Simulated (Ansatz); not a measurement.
The same path of BH5N2O + FH (11 atoms, charge 0, multiplicity 1) was run twice with different band settings. Lost on the way: B1–O2, F10–H11. Made: B1–F10, O2–H11.

Level of theory: RKS PBE/def2-SVP in Ansatz.

Relaxed end points:

```xyz
11
Properties=species:S:1:pos:R:3
B -0.161 -0.298 0.080
O -0.119 -1.015 1.259
H -0.999 -1.222 1.612
N 1.125 0.248 -0.358
H 1.948 -0.186 0.070
H 1.274 0.398 -1.358
N -1.335 -0.082 -0.694
H -2.265 -0.288 -0.334
H -1.360 0.625 -1.428
F 0.330 2.435 0.873
H 0.774 1.708 0.408
```

```xyz
11
Properties=species:S:1:pos:R:3
B 0.095 0.680 -0.549
O -0.240 -0.242 2.232
H -0.772 -0.322 1.408
N 1.282 0.075 -1.022
H 1.335 -0.900 -1.310
H 2.188 0.486 -0.803
N -1.199 0.054 -0.562
H -1.367 -0.820 -1.061
H -2.031 0.644 -0.517
F 0.158 1.943 -0.046
H -0.235 0.725 2.358
```

Common settings: movable images 7; climbing image yes; spring 5.0 eV/Å²; optimiser quadratic models (default); start path through a guess of the saddle point; iteration limit 60; end points relaxed.

| run | force threshold |
| --- | --- |
| 1 | 0.05 eV/Å |
| 2 | 0.2 eV/Å |

What does each run give, and how far can it be trusted?

Run 1: converged after 30 iterations, highest image 0.976 eV above the first end. The profile has 3 maxima (images 2, 4, 7) with wells between them (images 3, 6): this band takes more than one step, which may be the mechanism or a detour left from its start path. A vibrational analysis at the climbing image gives one clearly imaginary mode, 680i cm⁻¹: a first-order saddle point.
Run 2: converged after 24 iterations, highest image 1.015 eV above the first end. The threshold of 0.2 eV/Å is loose, so the images may lie well off the minimum-energy path. The profile has 3 maxima (images 1, 4, 7) with wells between them (images 3, 6): this band takes more than one step, which may be the mechanism or a detour left from its start path. The order of the point at the top wasn't checked.
The orbitals stay closed-shell, which can raise the energy where a bond breaks towards radicals; this wasn't checked here.
